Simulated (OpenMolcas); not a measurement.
**Cr2+, Mo2+, W2+: d4 down the group**

```
Program             : OpenMolcas 26.06
Method              : MS-CASPT2, IPEA 0.25 Eh, imaginary shift 0.1 Eh
Basis               : ANO-R2
Scalar Hamiltonian  : X2C, finite nucleus
Spin-orbit coupling : RASSI with atomic mean-field integrals over the reference wave functions, term energies averaged over their components
```

Active space for each ion: 4 electrons in 6 orbitals (d s); closed shells correlated by CASPT2: Cr2+ 3s 3p; Mo2+ 4s 4p; W2+ 5s 5p.

Computed levels in cm-1 above 5D0:

```tsv
Level	Cr2+	Mo2+	W2+
5D1	71.7	254	2630
5D2	212	700	5150
5D3	415	1279	7110
5D4	675	1952	8540
3P0(1)	17240	11790	10940
3P1(1)	17680	13070	13910
3H4	18430	13770	15220
3P2(1)	18450	15010	17730
3H5	18590	14390	18520
weight of 5D in the lowest level (%)	100	98	63
```

Mixed levels, with the weight of the term that names them: W2+ 5D0 (63 %), W2+ 3P0(1) (57 %), W2+ 3P1(1) (75 %), W2+ 3H4 (50 %), W2+ 3P2(1) (67 %), W2+ 3H5 (67 %).

Measured, with the error of the calculation in %. Measured levels: Cr2+ from Sugar and Corliss, J. Phys. Chem. Ref. Data 6, 317 (1977); Mo2+ from Sugar and Musgrove, J. Phys. Chem. Ref. Data 17, 155 (1988); W2+ from NIST levels as listed in McCann et al., Mon. Not. R. Astron. Soc. 538, 537 (2025).

| Level | Cr2+ | Mo2+ | W2+ |
| --- | --- | --- | --- |
| 5D1 | 62.2 (+15.2) | 242 (+4.9) | 2256 (+16.5) |
| 5D2 | 183 (+15.7) | 668 (+4.8) | 4461 (+15.4) |
| 5D3 | 357 (+16.4) | 1224 (+4.5) | 6278 (+13.3) |
| 5D4 | 576 (+17.2) | 1872 (+4.3) | 7687 (+11.1) |
| 3P0(1) | 16771 (+2.8) | 11149 (+5.7) | 9904 (+10.4) |
| 3P1(1) | 17169 (+3.0) | 12510 (+4.5) | 12881 (+8.0) |
| 3H4 | 17274 (+6.7) | 12680 (+8.6) |  |
| 3P2(1) | 17851 (+3.4) | 14358 (+4.5) |  |
| 3H5 | 17397 (+6.8) | 13276 (+8.4) |  |

The fine-structure level 5D4 changes by a factor of 12.7 from Cr2+ to W2+.

Without spin-orbit coupling 3P(1) lies 17640, 12680, 7670 cm-1 above 5D in that order; the difference to the level 3P0(1), of either sign, comes from spin-orbit coupling, which also lowers the zero.

CASPT2 breaks the degeneracy within a term, and the mean is taken; among the terms shown or strongly mixed into the levels shown the widest spread is 120 cm-1 (3d4 3H, Cr2+). Over all roots computed the reference weight is 0.88 to 0.95 in Cr2+; the roots of lowest weight are the least certain, and an intruder state may touch them. Blocks of more than 70 roots (2S+1 = 3 even, 1 even) ran without multistate coupling. Terms from blocks run as CI alone lack orbitals of their own. Configurations are named by rounded mean occupations; where the s occupation lies near a half they are strongly mixed, a name can repeat and a true partner stay unpaired (holds for Mo2+; W2+). Some high roots are left out of the spin-orbit mixing, which shifts the levels that they would mix with (holds for W2+). Some terms miss by over 15 % even with CASPT2, which points to a basis or an active space too small for the shells correlated (holds for W2+). Computed and measured levels are paired by configuration, term and J; levels that our copy of the source lacks, or whose pairing is in doubt (as where it misses far off the trend of its configuration), stay unpaired and out of the deviations. Levels of configurations outside the active space are missing.

A number in round brackets counts repeated terms of one configuration in the order of the reference energies.
